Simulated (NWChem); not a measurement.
# neopentane (C$_{5}$H$_{12}$); SMILES CC(C)(C)C

Program: NWChem. Coordinates come from a PBE0/def2-SVP optimisation. Level B3LYP/def2-SVP: energy and gradient on several grids; changes count from the extra-fine grid, which is no exact limit either.

Which is the coarsest grid (coarse; xfine; medium; fine; xcoarse) from which on the energy stays within 100 μHa and each gradient component within 200 μHa/bohr of xfine?

coarse.
| grid | size of the energy change (μHa) | largest change of a gradient component (μHa/bohr) | time, medium = 1 (rough) |
|---|---|---|---|
| xcoarse | 1000 | 1000 | about 1 |
| coarse | 10 | 90 | about 1 |
| medium | < 10 | < 30 | about 1 |
| fine | < 10 | < 30 | about 1 |
| xfine | < 10 | < 30 | 3 |
